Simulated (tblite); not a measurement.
C6H15Al, singlet, at a GFN2-xTB geometry (such geometries of metal compounds can be far from the true shape); tblite with GFN1-xTB.

Input for tblite:
```
$ tblite run mol.xyz --method gfn1 --charge 0 --spin 0 --guess eeq --json tblite.json --no-restart

# file mol.xyz
22

Al     0.23254875    -0.09127216     0.17781867
C      1.60822037     0.29411525    -1.23879162
C      1.28366688     1.38923772    -2.26742086
H      1.87585448    -0.62020127    -1.79032132
H      2.53321401     0.57609625    -0.70786354
H      1.06813100     2.33432054    -1.77027088
H      0.41262384     1.11732709    -2.85999573
H      2.11890541     1.54863674    -2.95129636
C     -1.76368020    -0.03452995    -0.07842335
C     -2.25206622     0.36624641    -1.47916509
H     -2.21743853     0.64744823     0.65749449
H     -2.18599895    -1.02150165     0.16760771
H     -1.84026666    -0.30078311    -2.23581630
H     -1.93818296     1.38058695    -1.72020746
H     -3.34027682     0.32383459    -1.54743145
C      0.94484373    -0.58959003     1.99107131
C     -0.08642383    -1.31826703     2.86693314
H      1.30181723     0.29398901     2.54049732
H      1.83528786    -1.22749113     1.88612950
H     -0.38163133    -2.26093079     2.40736096
H     -0.98435636    -0.71320404     2.98806130
H      0.31181976    -1.53486371     3.85918757
```

The log (banner, timings and long lists left out):

```
xTB calculator
 | screened Coulomb repulsion
 | Coulomb electrostatics
 |  * isotropic Klopman-Ohno-Mataga-Nishimoto electrostatics
 |  * onsite third-order electrostatics
 | DFT-D3(BJ) dispersion correction

halogen bonding energy    0.0000000000000E+00 Eh
repulsion energy          2.9360666502598E-01 Eh
dispersion energy        -8.0915585964729E-03 Eh
number of electrons       4.2000000000000E+01 e
integral cutoff           4.0000000000000E+01 bohr

------------------------------------------------------------
  cycle        total energy    energy error   density error
------------------------------------------------------------
      1     -21.99270518352  -2.2278220E+01   5.3893577E-01
      2     -22.01163371292  -1.8928529E-02   3.2843415E-01
      3     -22.01244399445  -8.1028153E-04   3.2046538E-02
      4     -22.01387637322  -1.4323788E-03   3.3891797E-03
      5     -22.01390952027  -3.3147057E-05   4.9450229E-04
      6     -22.01391008226  -5.6198886E-07   1.2379447E-04
      7     -22.01391011570  -3.3433103E-08   2.6611522E-05
      8     -22.01391011667  -9.7580255E-10   6.5117011E-06
------------------------------------------------------------

electronic energy        -2.2299425223100E+01 Eh
total energy             -2.2013910116671E+01 Eh

Post processing:
 | Mayer-Wiberg bond orders

[Info] JSON dump of results written to 'tblite.json'
```
